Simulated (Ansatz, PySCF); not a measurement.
Spin states of H2O2Re (SMILES [OH][Re][OH]), each relaxed with B3LYP-D3(BJ)/def2-TZVP.
State 1 (charge 0, multiplicity 4):
```xyz
5

Re     0.14809    -0.25498     0.13157
O      1.47650    -0.07326    -1.18850
H      1.74026     0.74599    -1.62324
O     -1.39863    -0.53283     1.16625
H     -2.01999     0.14483     1.45681
```
State 2 (charge 0, multiplicity 6):
```tsv
atom	x (Å)	y (Å)	z (Å)
Re	0.0203	-0.0930	0.0072
O	1.3985	-0.0596	-1.3964
H	2.0180	0.6561	-1.5626
O	-1.2830	-0.3676	1.4552
H	-2.2077	-0.1062	1.4395
```

| level | energy of the multiplicity-6 state less that of the multiplicity-4 state (kJ/mol) | cost |
|---|---|---|
| SVWN5/def2-TZVPP | 67.5 | ×0.5 |
| PBE/def2-TZVPP | 30.8 | ×1 |
| PBE-D3(BJ)/def2-TZVPP | 30.8 | ×1 |
| PBE-D4/def2-TZVPP | 30.9 | ×1 |
| BLYP/def2-TZVPP | 57.4 | ×0.9 |
| BLYP-D3(BJ)/def2-TZVPP | 57.6 | ×0.9 |
| BLYP-D4/def2-TZVPP | 57.7 | ×0.9 |
| r2SCAN/def2-TZVPP | -8.9 | ×2 |
| r2SCAN-D3(BJ)/def2-TZVPP | -8.8 | ×2 |
| r2SCAN-D4/def2-TZVPP | -8.8 | ×2 |
| B97M-V/def2-TZVPP | -2.8 | ×4 |
| r2SCANh/def2-TZVPP | -16.9 | ×2 |
| B3LYP/def2-TZVPP | 34.1 | ×1 |
| B3LYP-D3(BJ)/def2-TZVPP | 34.3 | ×1 |
| B3LYP-D4/def2-TZVPP | 34.4 | ×1 |
| PBE0/def2-TZVPP | -0.6 | ×1 |
| PBE0-D3(BJ)/def2-TZVPP | -0.5 | ×1 |
| PBE0-D4/def2-TZVPP | -0.5 | ×1 |
| BHLYP/def2-TZVPP | 2.7 | ×1 |
| BHLYP-D3(BJ)/def2-TZVPP | 2.8 | ×1 |
| BHLYP-D4/def2-TZVPP | 2.9 | ×1 |
| CAM-B3LYP/def2-TZVPP | 30.1 | ×1 |
| CAM-B3LYP-D3(BJ)/def2-TZVPP | 30.2 | ×1 |
| CAM-B3LYP-D4/def2-TZVPP | 30.3 | ×1 |
| wB97X-V/def2-TZVPP | 38.2 | ×4 |
| wB97M-V/def2-TZVPP | 29.0 | ×4 |
| B2PLYP/def2-TZVPP | 29.2 | ×2 |
| B2PLYP-D3(BJ)/def2-TZVPP | 29.3 | ×2 |
| B2PLYP-D4/def2-TZVPP | 29.3 | ×2 |
| CCSD/def2-SVP | -8.2 | - |
| CCSD(T)/def2-SVP | 9.3 | ×5 |

The rows run from -16.9 (r2SCANh/def2-TZVPP) to 67.5 kJ/mol (SVWN5/def2-TZVPP). The dispersion term adds 0.1 in PBE-D3(BJ), 0.2 in PBE-D4, 0.2 in BLYP-D3(BJ). The 13 functionals in def2-TZVPP without D3 or D4 span 84.4, from r2SCANh to SVWN5.

Singlets are restricted, other states unrestricted; no spin–orbit coupling, no relativity up to Kr; see below for the cores. The largest T1 diagnostic is 0.034.

Correlated levels freeze the inner cores; with def2 sets outer-core shells near the valence are correlated too.

Run with Ansatz (a first-principles code) with Gaussian orbitals; PySCF for the dispersion terms.  In def2 rows elements past Kr take small-core potentials, without spin–orbit coupling.

Costs are rough ratios of core time to PBE/def2-TZVPP (about 13 s over the structures, on one shared machine); a dash marks a level with no comparable run of its own.
